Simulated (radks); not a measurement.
Effect of the nuclear size on the palladium ion Pd+, [Kr] 4d9. Method: Dirac Kohn-Sham, PBE, spin-unpolarised, spherical densities, finite nucleus; open shells fill j = l - 1/2 first; Fermi nuclear charge, rms radius 4.5318 fm; computed with a radial shooting solver on a logarithmic mesh with Libxc functionals. The rms radius is varied about that value; shifts are against it.

rms radius (fm)  total energy shift (eV)  density at nucleus (e/bohr^3)  1s1/2 shift (meV)  2s1/2 shift (meV)  4s1/2 shift (meV)  5s1/2 (empty) shift (meV)
3.6934                            -0.846                      1.364e+05               -356              -39.5              -1.37                     -0.130
4.3007                            -0.248                      1.337e+05               -105              -11.6             -0.403                     -0.038
4.5318                                 0                      1.328e+05              0.000              0.000              0.000                      0.000
4.8128                             0.317                      1.318e+05                133               14.8              0.514                      0.049
5.2297                             0.817                      1.304e+05                344               38.2               1.33                      0.125

Slopes of the eigenvalues against <r^2> in GHz/fm^2, as finite differences over the two radii next to the reference (eigenvalue slopes, not the field-shift constants of lines): 1s1/2 12300, 2s1/2 1370, 4s1/2 47.5, 5s1/2 (empty) 4.49.
